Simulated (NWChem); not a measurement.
Species: C$_{2}$H$_{3}$O$_{2}$, doublet; SMILES CO[C]=O

```xyz
7

C      0.5071     1.2925    -0.0001
O     -0.6988     0.5102     0.0003
C     -0.5512    -0.7876    -0.0004
O      0.4324    -1.4490     0.0002
H      1.0999     1.0731    -0.8996
H      0.1915     2.3412     0.0043
H      1.1046     1.0670     0.8948
```
Atoms are numbered in this order, from 1.

Computed with NWChem. Pople sets run with spherical d functions. Spin-unrestricted. Coordinates come from a PBE0/def2-SVP, spin-unrestricted optimisation. No stability test was run on the SCF state. Total energies compare along this basis series because the functional is fixed.

```
level            basis functions  energy (Ha)  highest occupied level (eV)  lowest empty minus highest occupied level, either spin (eV)  dipole (D)   <S²>  relative time
---------------  ---------------  -----------  ---------------------------  -----------------------------------------------------------  ----------  -----  -------------
TPSS/STO-3G                   23    -225.4222                        -1.84                                                         2.08        2.02  0.751              1
TPSS/3-21G                    42    -227.1616                        -4.82                                                         2.10        2.70  0.752              1
TPSS/6-31G*                   62    -228.4271                        -5.05                                                         2.25        2.56  0.753              3
TPSS/6-31+G*                  78    -228.4385                        -5.49                                                         2.13        2.73  0.753              4
TPSS/6-311G**                 90    -228.4962                        -5.28                                                         2.21        2.63  0.753              4
TPSS/6-311++G**              109    -228.5027                        -5.53                                                         2.14        2.73  0.753              7
```

Relative times are rough (shared machine, one core).
